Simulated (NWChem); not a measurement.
Species: digermane (Ge$_{2}$H$_{6}$); SMILES [GeH3][GeH3]

```xyz
8

Ge     0.0000     0.0000    -1.2246
Ge     0.0000     0.0000     1.2246
H     -1.0235     1.0235    -1.7711
H     -0.3746    -1.3981    -1.7711
H      1.3981     0.3746    -1.7711
H      0.3746     1.3981     1.7711
H      1.0235    -1.0235     1.7711
H     -1.3981    -0.3746     1.7711
```
Atoms are numbered in this order, from 1.

Program: NWChem. Pople sets run with spherical d functions. Medium grid unless said otherwise, to which SCAN and Minnesota functionals are sensitive. All runs use the structure optimised with B3LYP/6-31G* (spherical d). B3LYP is NWChem's, with the RPA form of VWN correlation. Total energies of different functionals are on different scales.

| level | energy (Ha) | highest occupied level (eV) | orbital gap (eV) |
|---|---|---|---|
| B3LYP/6-31G* | -4157.1242 | -7.87 | 7.88 |
| PBE/6-31G* | -4156.3791 | -7.01 | 6.47 |
| BHandHLYP/6-31G* | -4156.9750 | -9.05 | 10.13 |
| PW91/6-31G* | -4157.3203 | -7.06 | 6.43 |
| LRC-wPBEh/6-31G* | -4156.5066 | -9.89 | 11.76 |
| r2SCAN0/6-31G* | -4156.9574 | -8.28 | 8.82 |
| r2SCAN/6-31G* | -4156.9912 | -7.30 | 7.16 |
| B97-D/6-31G* | -4159.1092 | -6.96 | 6.46 |
| MN15-L/6-31G* | -4157.0668 | -7.51 | 7.51 |
